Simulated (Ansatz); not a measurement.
These are B3LYP-D3(BJ)/def2-TZVP (Ansatz, a quantum-chemistry and plane-wave program) values and carry that method's errors. No frequencies were computed at this level.

Ansatz 0.2 input:
```yaml
crystal:
  periodic: [false, false, false]
  atoms:
    - { symbol: O, position_ang: [-1.295217, -0.407621, 0.070364] }
    - { symbol: B, position_ang: [-0.000003, 0.000575, -0.000171] }
    - { symbol: O, position_ang: [1.004652, -0.912036, 0.078983] }
    - { symbol: O, position_ang: [0.289744, 1.320465, -0.149623] }
    - { symbol: H, position_ang: [-1.395758, -1.352668, 0.174373] }
    - { symbol: H, position_ang: [1.87924, -0.530678, 0.019871] }
    - { symbol: H, position_ang: [-0.482659, 1.881964, -0.193796] }
basis:
  gaussian: { orbitals: def2-tzvp }
hamiltonian:
  xc: b3lyp
  dispersion: d3bj
relax:
  max_steps: 150
```

Output:

```
Functional definition: B3LYP
754 factors; their error is unknown
mean field evaluation 1: about -6862.8835 eV, gradient 8.5e1 eV
mean field evaluation 2: about -6848.4701 eV, gradient 1.2e2 eV
mean field evaluation 4: about -6873.9310 eV, gradient 1.3e0 eV
mean field evaluation 8: about -6873.9446 eV, gradient 3.3e-1 eV
mean field -6873.94475611 eV, -252.6128104598 hartree, gradient 4.6e-5 eV, S^2 0.000000; 0 other end points of the search recorded, 0 dependent functions left out
reference -6873.94496210 eV, -252.6128180299 hartree; 16, 16 occupied and 126, 126 virtual orbitals, 754 factors
relax step   1: F+E_penalty+E_count = -6874.08626100 eV  Δ(F+E_penalty+E_count) = +0.000e0 eV  max|allowed force component| = 4.689e-1 eV/Å  Δτ_max = 0.0000 Å  (24 SCF iters, accepted)
these checks for a lower state are left out or cut short: starts, cluster_reference, orbital_swaps, neighbouring_geometries, increment
754 factors; their error is unknown
mean field evaluation 16: about -6873.9417 eV, gradient 9.1e-1 eV
mean field -6873.95319661 eV, -252.6131206427 hartree, gradient 1.5e-5 eV, S^2 0.000000; 0 other end points of the search recorded, 0 dependent functions left out
reference -6873.95340307 eV, -252.6131282297 hartree; 16, 16 occupied and 126, 126 virtual orbitals, 754 factors
relax step   2: F+E_penalty+E_count = -6874.09439333 eV  Δ(F+E_penalty+E_count) = -8.132e-3 eV  max|allowed force component| = 1.962e-1 eV/Å  Δτ_max = 0.0068 Å  (31 SCF iters, accepted)
these checks for a lower state are left out or cut short: starts, cluster_reference, orbital_swaps, neighbouring_geometries, increment
754 factors; their error is unknown
mean field -6873.95490290 eV, -252.6131833475 hartree, gradient 1.5e-5 eV, S^2 0.000000; 0 other end points of the search recorded, 0 dependent functions left out
reference -6873.95510950 eV, -252.6131909401 hartree; 16, 16 occupied and 126, 126 virtual orbitals, 754 factors
relax step   3: F+E_penalty+E_count = -6874.09598419 eV  Δ(F+E_penalty+E_count) = -1.591e-3 eV  max|allowed force component| = 3.486e-2 eV/Å  Δτ_max = 0.0042 Å  (31 SCF iters, accepted)
these checks for a lower state are left out or cut short: starts, cluster_reference, orbital_swaps, neighbouring_geometries, increment
754 factors; their error is unknown
mean field evaluation 32: about -6873.9550 eV, gradient 3.4e-1 eV
mean field -6873.95507308 eV, -252.6131896015 hartree, gradient 1.5e-5 eV, S^2 0.000000; 0 other end points of the search recorded, 0 dependent functions left out
reference -6873.95527958 eV, -252.6131971904 hartree; 16, 16 occupied and 126, 126 virtual orbitals, 754 factors
relax step   4: F+E_penalty+E_count = -6874.09631172 eV  Δ(F+E_penalty+E_count) = -3.275e-4 eV  max|allowed force component| = 3.000e-2 eV/Å  Δτ_max = 0.0069 Å  (31 SCF iters, accepted)
these checks for a lower state are left out or cut short: starts, cluster_reference, orbital_swaps, neighbouring_geometries, increment
754 factors; their error is unknown
mean field -6873.95512898 eV, -252.6131916558 hartree, gradient 1.5e-5 eV, S^2 0.000000; 0 other end points of the search recorded, 0 dependent functions left out
reference -6873.95533546 eV, -252.6131992440 hartree; 16, 16 occupied and 126, 126 virtual orbitals, 754 factors
relax step   5: F+E_penalty+E_count = -6874.09633974 eV  Δ(F+E_penalty+E_count) = -2.801e-5 eV  max|allowed force component| = 2.683e-4 eV/Å  Δτ_max = 0.0009 Å  (32 SCF iters, accepted)
754 factors; their error is unknown
mean field evaluation 64: about -6873.9551 eV, gradient 1.3e-4 eV
mean field -6873.95512898 eV, -252.6131916558 hartree, gradient 1.5e-5 eV, S^2 0.000000; 1 other end points of the search recorded, 0 dependent functions left out
reference -6873.95533546 eV, -252.6131992440 hartree; 16, 16 occupied and 126, 126 virtual orbitals, 754 factors
Total energy: -6874.09654622 eV, -252.6183886437 hartree
Atom 0 at    -1.306347    -0.405200     0.070125 Å, force     0.000140     0.000103    -0.000011 eV/Å
Atom 1 at    -0.000000     0.000007     0.000001 Å, force    -0.000005     0.000002    -0.000013 eV/Å
Atom 2 at     1.008513    -0.923128     0.079828 Å, force    -0.000158     0.000011     0.000004 eV/Å
Atom 3 at     0.297826     1.328337    -0.149951 Å, force     0.000034    -0.000161     0.000019 eV/Å
Atom 4 at    -1.395925    -1.357278     0.175114 Å, force    -0.000171    -0.000210     0.000028 eV/Å
Atom 5 at     1.882670    -0.526041     0.019250 Å, force     0.000268     0.000010    -0.000005 eV/Å
Atom 6 at    -0.486738     1.883302    -0.194368 Å, force    -0.000108     0.000244    -0.000022 eV/Å
Dipole moment:     0.000009    -0.000004    -0.000002 e Å
```

Cost: roughly 20 core-seconds.
